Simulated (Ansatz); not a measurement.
Reaction (ligand exchange at the Si–S bond): `N[SiH2]S[SiH2]F` + `N[SiH](O)F` → `O[SiH](F)N[SiH2]F` + `N[SiH2]S`

Program: Ansatz. Geometries: PBE0-D4/def2-TZVP. ΔE: electronic, gas phase. CBS: MP2 limit from def2 TZ/QZ plus the TZ coupled-cluster correction, frozen cores. This one scheme is used for every species. Functionals use def2-TZVPP. B3LYP here is the variant with VWN-RPA as its local correlation; programs differ in this. One conformer a species, not always the lowest.

`N[SiH2]S[SiH2]F`:

Z-matrix (Å, degrees):
```
Si
S 1 2.166
N 1 1.706 2 117.0
H 1 1.480 2 103.0 3 -119.3
H 1 1.481 2 107.8 3 120.8
Si 2 2.107 1 97.8 3 -78.9
H 3 1.008 1 120.5 2 -65.8
H 3 1.008 1 119.8 2 79.2
F 6 1.598 2 111.7 1 -84.8
H 6 1.484 2 110.8 1 33.6
H 6 1.479 2 108.4 1 156.9
```

`N[SiH](O)F`:

Cartesian coordinates in Å:
```
N 0.985 0.286 0.595
Si -0.400 0.206 -0.386
O -0.900 -1.336 -0.551
F -1.470 1.119 0.366
H 1.191 1.118 1.124
H 1.819 -0.232 0.373
H -0.301 0.711 -1.767
H -0.924 -1.872 0.244
```

`O[SiH](F)N[SiH2]F`:

```xyz
11

O    -0.231    2.398    0.794
Si   -0.527    1.215   -0.287
F    -0.422    1.961   -1.684
N     0.608   -0.062   -0.187
Si    0.312   -1.744   -0.076
F     0.306   -2.238    1.447
H    -0.127    2.149    1.713
H    -1.873    0.624   -0.174
H     1.582    0.215   -0.175
H     1.401   -2.487   -0.746
H    -1.029   -2.031   -0.626
```

`N[SiH2]S`:

```xyz
8

N    -0.279    0.344    1.360
Si    0.403    0.129   -0.188
S    -1.046   -0.621   -1.590
H    -0.583    1.255    1.660
H    -0.771   -0.394    1.836
H     1.510   -0.861   -0.185
H     0.911    1.464   -0.590
H    -0.145   -1.317   -2.303
```

**Question.** Is it downhill or uphill in electronic energy at CCSD(T)/CBS, and by how much? (Estimate.)

**Answer.** Computed: Nearly level: ΔE = +0.2 kcal/mol.

**Question.** What do these levels give: PBE-D4, PBE0-D4, B3LYP-D4, ωB97X-V, B2PLYP, PBE, r2SCAN, HF/def2-TZVPP, MP2/def2-QZVPP, HF/CBS(def2), MP2/CBS(def2), CCSD/CBS(def2)? (An estimate is asked.)

**Answer.** Computed: PBE-D4 2.9, PBE0-D4 2.1, B3LYP-D4 0.3, ωB97X-V 0.3, B2PLYP -0.3, PBE 2.4, r2SCAN 1.4, HF/def2-TZVPP -3.0, MP2/def2-QZVPP 0.8, HF/CBS(def2) -3.3, MP2/CBS(def2) 1.2, CCSD/CBS(def2) -0.5 kcal/mol.

Largest T1 diagnostic among the species: 0.012.

From PBE to PBE0 (25 % exact exchange), in def2-TZVPP and without D4, ΔE moves by −0.8 kcal/mol. The D4 term adds +0.8 kcal/mol with B3LYP and +0.4 kcal/mol with PBE0; it sums over pairs of atoms, weighted by their polarisabilities, and B3LYP, whose exchange is more repulsive, gets the larger term. In def2-TZVPP, CCSD(T) changes the Hartree–Fock value by +2.4 kcal/mol (the triples alone add +0.7 kcal/mol) and MP2 by +3.4 kcal/mol.
